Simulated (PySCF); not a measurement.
C12H9B, SMILES C1C=C2B3C(C=1)=CC=CC3=CC=C2.

The structure is a stationary point at B3LYP-D3(BJ)/def2-SVP.

Method: TDA-PBE/def2-SVP run with PySCF.

Vertical excitations; the highest root listed may be one member of a degenerate set. Gas-phase values at a fixed geometry. State labels are in the subgroup C2v.

Computed lowest excited states:
| state | symmetry | energy (eV) | λ (nm) | f | main pairs |
|---|---|---|---|---|---|
| S1 | B1 | 1.00 | 1238 | 0.000 | HOMO→LUMO 99 % |
| S2 | A2 | 2.62 | 473 | 0.000 | HOMO−3→LUMO (degenerate set) |
| S3 | B2 | 2.62 | 473 | 0.000 | HOMO−4→LUMO (degenerate set) |
| S4 | B1 | 3.28 | 378 | 0.116 | HOMO−1→LUMO, HOMO→LUMO+1 (degenerate set) |
| S5 | A1 | 3.28 | 378 | 0.116 | HOMO−2→LUMO, HOMO→LUMO+2 (degenerate set) |
| S6 | A1 | 4.63 | 267 | 0.010 | HOMO−5→LUMO 76 % |
| T1 | B1 | 0.84 | 1480 | 0 | HOMO→LUMO 100 % |
| T2 | B1 | 1.96 | 632 | 0 | HOMO−1→LUMO 99 % |
Triplets are in the Tamm–Dancoff approximation.
